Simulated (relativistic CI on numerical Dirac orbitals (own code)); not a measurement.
## One change at a time: Lu LXIII

Base calculation: Dirac-Coulomb-Breit CI, separate exchange-only KLI orbitals for each configuration, model QED, unscaled Slater integrals.

Configurations in the expansion (outside the closed core 1s2): 2s2 2p5, 2s 2p6, 2p6 3s, 2p6 3p, 2s2 2p4 3s, 2p6 3d, 2s2 2p4 3p, 2s2 2p4 3d, 2s 2p5 3s, 2s 2p5 3p, 2s 2p5 3d, 2s2 2p4 4s, 2s2 2p4 4p, 2s2 2p4 4d, 2s2 2p4 4f, 2s2 2p3 3s2, 2s 2p5 4s, 2s2 2p3 3s 3p, 2s 2p5 4p, 2s2 2p4 5s, 2s 2p5 4d, 2s2 2p4 5p, 2s 2p5 4f, 2s2 2p3 3s 3d, 2s2 2p4 5d, 2s2 2p3 3p2, 2s2 2p4 5f, 2s2 2p4 5g, 2s2 2p3 3p 3d, 2s 2p4 3s2, 2s2 2p3 3d2, 2s 2p4 3s 3p, 2s 2p4 3s 3d, 2s 2p4 3p2, 2s 2p5 5s, 2s 2p4 3p 3d. Levels of other configurations are missing.

Variants: (1) Breit term removed. Shifts of the energy above 2s2 2p5 2P°_3/2, in eV, for the lowest level and the first level of each name with at least 55 % of one term (blank where a level changes its place among those of its configuration and J or its character, or is not in the variant):

```
             Level     Base    Δ(1)
   2s2 2p5 2P°_3/2     0.00    0.00
   2s2 2p5 2P°_1/2  1149.28  +13.27
     2s 2p6 2S_1/2  1599.77   -1.55
 2s2 2p4 3s 4P_5/2  7756.83  +16.19
 2s2 2p4 3s 2P_3/2  7767.34  +15.64
 2s2 2p4 3s 2S_1/2  7818.35   +8.33
2s2 2p4 3p 2P°_1/2  7943.14   +4.26
2s2 2p4 3p 4D°_7/2  8206.38  +16.92
 2s2 2p4 3d 2D_3/2  8406.02   +9.67
 2s2 2p4 3d 4F_9/2  8422.36  +20.59
 2s2 2p4 3d 2P_1/2  8435.86  +18.28
 2s2 2p4 3s 4P_3/2  8911.00  +26.02
 2s2 2p4 3s 2P_1/2  8920.26  +26.06
 2s2 2p4 3s 2D_5/2  8931.20  +33.37
```

At this charge energies of transitions that change n are usually good to better than 1 %, and those within a shell (Δn = 0) to a few per cent.

Ionisation energy from the two ground configurations alone: base 14540.1 eV; Breit term removed 14561.2 eV. The NIST ASD value (theoretical) is 14542 eV.

LS names give the leading component of a level, which can be under half, so a name can repeat, a term be missing and a line seem to break the LS rules.
